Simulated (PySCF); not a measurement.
**How the method changes the constants of TlB⁺**

State: ²Σ⁺ (doublet), unpaired electrons σ ↑. Set-up: Tl aug-cc-pVDZ-PP with ECP60, B aug-cc-pVDZ; scalar-relativistic core potentials (PySCF 2.14). De refers to Tl⁺ + B in their high-spin ground configurations, without counterpoise correction. The functionals are run spin-unrestricted. A positive dipole points towards B; it is taken about the centre of mass and depends on that origin.

| Level | Re (Å) | ωe (cm⁻¹) | De (eV) | μ (D) |
| --- | --- | --- | --- | --- |
| UHF | 3.289 | 139 | n/a | 2.12 |
| UHF-MP2 | 3.144 | 164 | n/a | n/a |
| UHF-SCS-MP2 | 3.189 | 156 | n/a | n/a |
| UHF-CCSD | 3.176 | 157 | n/a | n/a |
| UHF-CCSD(T) | 3.157 | 160 | n/a | n/a |
| PBE | 3.116 | 167 | n/a | 3.11 |
| revPBE | 3.186 | 154 | n/a | 3.03 |
| PW91 | 3.105 | 169 | n/a | 3.13 |
| r²SCAN | 3.082 | 176 | n/a | 3.05 |
| PBE0 | 3.086 | 175 | n/a | 2.92 |
| MN15 | 3.107 | 171 | n/a | 3.07 |

Question: What does a quarter of exact exchange do here, going from PBE to PBE0?

Answer: PBE0 less PBE: -3.0 pm in Re, +4.8 % in ωe. Exact exchange removes part of the self-interaction that spreads semilocal densities, and in most molecules shortens and stiffens the bond and lowers De; so it does here.

Question: What does the step from GGA to meta-GGA do here, going from PBE to r²SCAN?

Answer: r²SCAN less PBE: -3.4 pm in Re, +5.4 % in ωe. 

Question: What does second-order correlation do here, going from UHF to UHF-MP2?

Answer: UHF-MP2 less UHF: -14.5 pm in Re, +18.0 % in ωe. Correlation nearly always deepens the well. The bond shortens, as in weak, metallic or heavy-atom bonds, where dispersion and the correlation of outer-core electrons pull the atoms together.

Correlated steps freeze 5 core orbitals. These are scalar-relativistic numbers at best; spin–orbit coupling would shift them, the dissociation energy most. The state is the lowest determinant that a PBE0 search found; another state may lie lower at other levels.

The whole job (state search and all levels along the bond) took about 3.7 min on 1 thread of Arm Neoverse N1 (shared host), peak memory 0.76 GiB.
